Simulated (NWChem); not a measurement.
System: CH$_{4}$SSe; SMILES C[Se]S

Input file for NWChem:

```
start job
memory heap 200 mb stack 900 mb global 1100 mb
geometry units angstroms noautoz
  Se    -0.468172    -0.464427     0.019515
  C      1.265153    -1.350086     0.007997
  H      1.058393    -2.429081     0.073018
  H      1.856229    -1.036911     0.877745
  H      1.805002    -1.136321    -0.923390
  S      0.182576     1.640802     0.062161
  H      0.272517     1.839835    -1.275268
end
basis spherical
  * library def2-svp
end
dft
  xc b3lyp
  iterations 150
end
tddft
  nroots 6
  notriplet
end
task tddft energy
```

Geometry: optimised at PBE0/def2-SVP.

Vertical excitations in the gas phase.

**Question.** Give the results of this calculation. (B3LYP/def2-SVP, full TDDFT.) Quantities: lowest excitation, singlet (eV); oscillator strength of that lowest state; orbital gap (eV).

**Answer.** 
- lowest excitation, singlet (eV) = 4.08
- oscillator strength of that lowest state = 0.002
- orbital gap (eV) = 5.27
